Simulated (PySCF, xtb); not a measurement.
Ga(F)2(SeH) (F2GaHSe), SMILES [F][Ga]([F])[SeH].

GFN2-xTB run with xtb 6.7.1 at its own geometry gives an orbital gap of 2.88 eV and a dipole moment of 3.63 D.

Geometry optimised at B3LYP-D3(BJ)/def2-SVP. The values are those of a single conformer.

Q: What does PySCF with B3LYP/def2-TZVPD give? (Estimate from the structure and the level; the computed values follow.)

A: gap 5.59 eV (levels -7.95 and -2.36 eV), dipole 2.64 D.
